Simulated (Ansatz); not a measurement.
Geometry optimisation, RKS PBE/def2-SVP (Ansatz 0.2.0).

The input (input.yaml):

```yaml
crystal:
  periodic: [false, false, false]
  atoms:
    - { symbol: Si, position_ang: [0.026, 1.89424, -1.90508] }
    - { symbol: C, position_ang: [-0.33522, 0.49526, -0.7398] }
    - { symbol: C, position_ang: [0.50633, -0.00999, 0.21979] }
    - { symbol: Si, position_ang: [0.20245, -1.54599, 1.16238] }
    - { symbol: H, position_ang: [-0.70704, 3.02761, -1.32384] }
    - { symbol: H, position_ang: [-1.17628, -0.13079, -1.03097] }
    - { symbol: H, position_ang: [1.37133, 0.58648, 0.49628] }
    - { symbol: H, position_ang: [-0.89147, -2.4327, 0.79577] }
    - { symbol: H, position_ang: [1.0039, -1.88412, 2.32547] }
total_charge: 1
basis:
  gaussian: { orbitals: def2-SVP }
hamiltonian:
  xc: pbe
relax:
  f_tol: 0.015
  max_steps: 40
output:
  orbitals: {}
```

Run as:

```bash
$ ansatz run input.yaml --threads 1 --pin off --max-ram 2048MiB --backend cpu --events-out ev --progress --plain --runs-dir out
```

Where does it end, and by what steps?

The run converged. After 9 steps the energy has fallen by 0.148 eV; H5 moved furthest, 0.31 Å.

| step | energy less start (eV) | largest force component (eV/Å) | accepted |
| --- | --- | --- | --- |
| 0 | 0.0000 | 1.211 | yes |
| 1 | -0.1117 | 0.531 | yes |
| 2 | -0.1214 | 0.503 | yes |
| 3 | -0.1407 | 0.140 | yes |
| 4 | -0.1409 | 0.104 | yes |
| 5 | -0.1452 | 0.042 | yes |
| 6 | -0.1451 | 0.092 | no |
| 7 | -0.1467 | 0.029 | yes |
| 8 | -0.1471 | 0.030 | yes |
| 9 | -0.1478 | 0.011 | yes |

```xyz
9
Properties=species:S:1:pos:R:3
Si -0.003 1.907 -1.973
C -0.214 0.484 -0.780
C 0.613 -0.011 0.223
Si 0.181 -1.479 1.152
H -0.924 2.850 -1.183
H -1.106 -0.132 -1.054
H 1.530 0.536 0.508
H -1.030 -2.254 0.753
H 0.953 -1.901 2.354
```

Whether the end is a true minimum wasn't checked by a vibrational analysis.

Run time: 33 s on 1 thread of Intel(R) Xeon(R) Processor @ 2.70GHz, on a shared host, peak memory 0.13 GiB.
